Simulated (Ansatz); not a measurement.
System: N-(dimethylaminoboranyl)-N-methylmethanamine, C$_{4}$H$_{13}$BN$_{2}$, charge 0, multiplicity 1. 
Structure (B3LYP-D3(BJ)/def2-TZVP (Ansatz, a program for electronic structure) minimum search):
```xyz
20

C     -1.6037    -0.0801     1.2358
N     -1.2635     0.1051    -0.1607
C     -2.4122     0.4544    -0.9745
B      0.0136    -0.0630    -0.7553
N      1.2681    -0.1265    -0.0958
C      1.5588     0.2884     1.2620
C      2.4441    -0.6023    -0.7990
H     -0.8152    -0.6101     1.7624
H     -2.5162    -0.6813     1.3169
H     -1.7944     0.8685     1.7549
H     -2.1240     0.5077    -2.0221
H     -2.8287     1.4275    -0.6853
H     -3.2120    -0.2890    -0.8685
H      0.0350    -0.1625    -1.9486
H      2.4696     0.8974     1.2749
H      0.7536     0.8960     1.6650
H      1.7280    -0.5606     1.9374
H      2.8471    -1.5128    -0.3380
H      2.1933    -0.8292    -1.8329
H      3.2418     0.1508    -0.7891
```
Charge 0, spin multiplicity 1.

Computed values are from Ansatz. Valence correlation only, unless marked. Open shells are spin-unrestricted. No spin-orbit coupling. No relativistic terms. CBS(X,Y): correlation extrapolated as X^-3; Hartree-Fock from the larger set. [CCSD(T)-MP2]/basis is that difference in the basis named.

| Item | Result |
|---|---|
| atomisation energy De | 7741.0 kJ/mol at RI-MP2/CBS(aug-cc-pVTZ,aug-cc-pVQZ)+[CCSD(T)-MP2]/aug-cc-pVTZ |
| total energy | -294.2820 Eh at RI-MP2/CBS(aug-cc-pVTZ,aug-cc-pVQZ)+[CCSD(T)-MP2]/aug-cc-pVTZ |
| dipole moment | 1.10 D at CCSD(T)/aug-cc-pVDZ |
| T1 diagnostic | 0.011 at CCSD/aug-cc-pVTZ |
